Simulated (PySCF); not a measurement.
## Stretching GdAs

Set-up: Gd ANO-RCC-VDZP, As ANO-RCC-VDZP; spin-free X2C with a Gaussian nucleus (PySCF 2.14). Energies in eV from Gd (4f7 5d1 6s2) + As in their ground configurations at the same level. State: decet, about 7.0 electrons in the 4f shell (Mulliken).

All columns are PBE0. A positive dipole means Gd(−)As(+).

```csv
R (Å),E (eV),μ (D),Mulliken charge on Gd (basis-dependent),HOMO (eV),LUMO (eV),Mayer bond order,⟨S²⟩
2.202,-1.226,-4.75,0.39,-4.62,-3.50,2.40,24.77
2.304,-1.932,-5.19,0.40,-4.67,-3.30,2.34,24.77
2.406,-2.318,-5.58,0.40,-4.73,-3.12,2.29,24.77
2.483,-2.454,-5.85,0.41,-4.77,-3.00,2.26,24.78
2.560,-2.489,-6.08,0.41,-4.82,-2.89,2.23,24.78
2.637,-2.450,-6.29,0.41,-4.86,-2.80,2.21,24.79
2.739,-2.311,-6.54,0.41,-4.76,-2.69,2.17,24.80
2.867,-2.047,-6.77,0.40,-4.68,-2.59,2.11,24.83
3.021,-1.666,-6.90,0.40,-4.68,-2.65,2.00,24.92
3.226,-1.162,-6.57,0.38,-4.51,-2.57,1.63,25.28
```

A fit through these points gives, at Re = 2.554 Å, μ = -6.07 D and dμ/dR = -2.95 D/Å; the reduced mass is 50.81 u.

Task: How strong is the fundamental in the double-harmonic approximation, I = 42.26·(dμ/dR)²/μred km/mol?

Result: I = 42.26·(-2.95)²/50.81 = 7.24 km/mol at PBE0.

⟨S²⟩ of the unrestricted solution departs from its pure value on part of the curve, where spin states mix. Spin–orbit coupling is left out, which matters for elements this heavy, above all for dissociation energies. The state is the lowest single determinant that the PBE0 search found; with open d or f shells the true ground state can be another one.
